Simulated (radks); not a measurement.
The numbers below are computed, except where a source is named.
Problem. The mean radii <r> (bohr) of the occupied orbitals of an atom or ion are listed with their occupations. Code: a radial shooting solver on a logarithmic mesh with Libxc functionals. Model: Dirac Kohn-Sham, Slater X-alpha with alpha = 0.569, spin-unpolarised, spherical densities, finite nucleus; Fermi nuclear charge, rms radius of each element as measured or else 0.836 A^(1/3) + 0.57 fm.

orbital      occ.      <r>
1s1/2           2  0.02909
2s1/2           2   0.1236
2p1/2           2   0.1044
2p3/2           4   0.1095
3s1/2           2   0.3018
3p1/2    0.666667   0.2872
3p3/2     1.33333   0.2950

Name the element and its charge. Open shells, if any, are shared by 2j + 1.

Solution. Z = 50, tin, charge +36: Sn36+ in [Ne] 3s2 3p2. The 1s radius gives Z: for a bare nucleus <r> = (2 gamma + 1)/(2Z) with gamma = sqrt(1 - (Z/c)^2), 0.02862 bohr for Z = 50, and screening makes it slightly larger (0.02909 here). The occupations add up to 14, and the charge is Z minus that.
